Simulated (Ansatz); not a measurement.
A run for Ansatz (a program for electronic structure): U-CCSD(T)/def2-TZVPP on H2Sn (SMILES [SnH2]), 2S+1 = 1, a spin state set in the input, which need not be the lowest, at the other state's geometry. Elements past Kr take the def2 small-core potentials; no spin–orbit coupling. The run froze 9 orbitals, filled d shells among them.

Ansatz 0.2 input:
```yaml
crystal:
  periodic: [false, false, false]
  atoms:
    - {symbol: Sn, position_ang: [-0.00008635, 0.03366835, 0.00000000]}
    - {symbol: H, position_ang: [-1.48727333, -0.84552885, 0.00000000]}
    - {symbol: H, position_ang: [1.49159098, -0.83788862, 0.00000000]}
basis:
  gaussian:
    orbitals: def2-TZVPP
correlation: {method: ccsd_t, electrons: outside_noble_gas}
scf: {omitted_lower_state_checks: [cluster_reference]}
magnetization: {spin_polarized: true, initial_magnetization: 0}
```

Output:

```
WARN ansatz: RAYON_NUM_THREADS=2 ignored (pool sized by the plan → 2); use --threads N
Functional definition: HF
these checks for a lower state are left out or cut short: cluster_reference
integrals: 0.08 GiB planned
624 factors; integrals over basis functions are off by at most 6.6e-4 eV
mean field: 0.15 GiB planned
mean field evaluation 1: about -5835.4344 eV, gradient 5.7e0 eV
mean field evaluation 2: about -5835.4357 eV, gradient 5.7e0 eV
mean field evaluation 4: about -5835.7486 eV, gradient 7.1e-1 eV
mean field evaluation 8: about -5835.7526 eV, gradient 1.4e-3 eV
mean field evaluation 16: about -5835.8910 eV, gradient 3.3e-1 eV
mean field evaluation 32: about -5835.7526 eV, gradient 2.0e-6 eV
mean field evaluation 64: about -5835.0170 eV, gradient 4.3e-4 eV
mean field -5835.89913834 eV, -214.4653376195 hartree, gradient 1.2e-6 eV, S^2 0.519724; 8 other end points of the search recorded, 0 dependent functions left out
9 core orbitals not correlated
reference -5835.89913834 eV, -214.4653376195 hartree; 3, 3 occupied and 66, 66 virtual orbitals, 624 factors
second order -2.28591100 eV of doubles, -0.00000000 eV of singles
coupled cluster: 0.24 GiB planned
cycle   1  -2.69617634 eV  change   -4.1e-1 eV  update   6.2e-2
cycle   2  -2.89747883 eV  change   -2.0e-1 eV  update   3.5e-2
cycle   3  -2.92689908 eV  change   -2.9e-2 eV  update   2.4e-2
cycle   4  -2.96010269 eV  change   -3.3e-2 eV  update   2.0e-2
cycle   5  -3.01668290 eV  change   -5.7e-2 eV  update   1.5e-2
cycle   6  -3.03767911 eV  change   -2.1e-2 eV  update   7.3e-3
cycle   7  -3.04140891 eV  change   -3.7e-3 eV  update   2.8e-3
cycle   8  -3.04242977 eV  change   -1.0e-3 eV  update   9.2e-4
cycle   9  -3.04231050 eV  change    1.2e-4 eV  update   4.7e-4
cycle  10  -3.04177993 eV  change    5.3e-4 eV  update   1.9e-4
cycle  11  -3.04181405 eV  change   -3.4e-5 eV  update   5.6e-5
cycle  12  -3.04185279 eV  change   -3.9e-5 eV  update   2.9e-5
cycle  13  -3.04184747 eV  change    5.3e-6 eV  update   1.2e-5
cycle  14  -3.04184534 eV  change    2.1e-6 eV  update   3.0e-6
coupled cluster: 0.24 GiB planned
perturbative correction -0.08102945 eV, -0.0029777773 hartree
Total energy: -5839.02201313 eV, -214.5801011511 hartree
Checks for a lower state left out: cluster_reference
```

Self-consistency was reached. Its determinant has ⟨S²⟩ = 0.52, a mixture of spin states.

Cost: about 6 core-seconds (a rough figure).
